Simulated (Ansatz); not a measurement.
Consider the substitution at a C–B bond: `CB(N)[SiH2]Cl` + `C1CNC1` → `CN1CCC1` + `NB[SiH2]Cl`.

Calculated with Ansatz (gas phase, PBE0-D4/def2-TZVP geometries, no zero-point term in ΔE). CCSD(T)/CBS is the MP2 limit (def2-TZVPP, def2-QZVPP) plus CCSD(T) − MP2 in def2-TZVPP, frozen cores. Functionals use def2-TZVPP. B3LYP here is the variant with VWN-RPA as its local correlation; programs differ in this. One conformer a species, not always the lowest.

`CB(N)[SiH2]Cl`:

Cartesian coordinates in Å:
```
C -0.761 -0.443 1.353
B -0.236 0.268 0.057
N -0.644 1.554 -0.279
Si 1.071 -0.656 -1.183
Cl 2.735 -1.254 -0.093
H -1.293 -1.368 1.101
H 0.077 -0.751 1.987
H -1.433 0.177 1.955
H -0.321 2.053 -1.090
H -1.290 2.085 0.285
H 0.522 -1.887 -1.815
H 1.574 0.222 -2.279
```

`C1CNC1`:

Z-matrix (Å, degrees):
```
C
C 1 1.537
C 1 1.537 2 85.6
H 1 1.090 2 112.1 3 -112.1
H 1 1.089 2 117.8 3 119.2
N 2 1.472 1 88.6 3 19.1
H 2 1.099 1 111.6 3 -96.3
H 2 1.093 1 118.0 3 136.7
H 3 1.093 1 118.0 2 -136.7
H 3 1.099 1 111.6 2 96.3
H 6 1.012 2 115.9 1 -139.3
```

`CN1CCC1`:

```xyz
14

C     1.583   -0.589   -0.568
N     0.403    0.222   -0.495
C    -0.903   -0.439   -0.553
C    -1.429    0.587    0.461
C     0.050    0.828    0.791
H     1.593   -1.397    0.187
H     1.661   -1.047   -1.557
H     2.471    0.030   -0.415
H    -0.880   -1.455   -0.126
H    -1.362   -0.481   -1.545
H    -1.892    1.447   -0.022
H    -2.071    0.222    1.260
H     0.378    0.217    1.649
H     0.397    1.855    0.934
```

`NB[SiH2]Cl`:

```xyz
9

N     0.120   -1.540    0.614
B    -0.561   -0.341    0.491
Si    0.129    1.096   -0.740
Cl    0.521    2.802    0.369
H    -0.182   -2.284    1.223
H     0.970   -1.754    0.118
H    -1.557   -0.185    1.137
H    -0.845    1.484   -1.796
H     1.405    0.722   -1.415
```

```
             level  ΔE (kJ/mol)  difference from CCSD(T)/CBS
         r2SCAN-D4         58.1                          1.9
          B3LYP-D4         54.6                         -1.6
           ωB97X-V         53.8                         -2.4
           ωB97M-V         57.4                          1.2
            B2PLYP         54.1                         -2.1
               PBE         56.3                          0.1
            r2SCAN         58.0                          1.8
              PBE0         57.6                          1.4
     HF/def2-TZVPP         51.1                         -5.1
    MP2/def2-TZVPP         54.9                         -1.3
SCS-MP2/def2-TZVPP         51.9                         -4.3
   CCSD/def2-TZVPP         54.3                         -1.9
     HF/def2-QZVPP         50.8                         -5.4
SCS-MP2/def2-QZVPP         53.3                         -2.9
      HF/CBS(def2)         50.8                         -5.4
     MP2/CBS(def2)         57.3                          1.1
       CCSD(T)/CBS         56.2                            0
```

Largest T1 diagnostic among the species: 0.012.
